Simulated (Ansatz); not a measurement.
Computed with Ansatz on PBE0-D4/def2-TZVP structures; ΔE is electronic, products minus reactants. CCSD(T)/CBS adds triple-zeta CCSD(T) − MP2 to the extrapolated MP2 energy (def2 sets, frozen cores). This one scheme is used for every species. DFT in def2-TZVPP. For Sc outer-core shells are correlated without core-valence functions, which leaves a few kJ/mol of doubt a bond. Scalar relativity is left out up to krypton. Each species was taken in one conformer, which may not be the lowest.

`C[O][Sc]([NH2])[OH]` + `N[SiH2]O[SiH3]` → `[NH2][Sc]([OH])[O][SiH3]` + `CO[SiH2]N`  (redistribution)

(1) Is it downhill or uphill in electronic energy at CCSD(T)/CBS, and by how much? (Estimate.)

(2) What do these levels give: PBE-D4, r2SCAN, CCSD(T)/def2-TZVPP, MP2/def2-QZVPP, SCS-MP2/def2-QZVPP, HF/CBS(def2)? (Best estimate.)

Largest T1 diagnostic among the species: 0.016.

Answers

(1) The calculation gave: Downhill: ΔE = -6.6 kJ/mol.

(2) Ansatz gave: PBE-D4 -4.5, r2SCAN -4.9, CCSD(T)/def2-TZVPP -6.3, MP2/def2-QZVPP -6.1, SCS-MP2/def2-QZVPP -6.0, HF/CBS(def2) -5.3 kJ/mol.
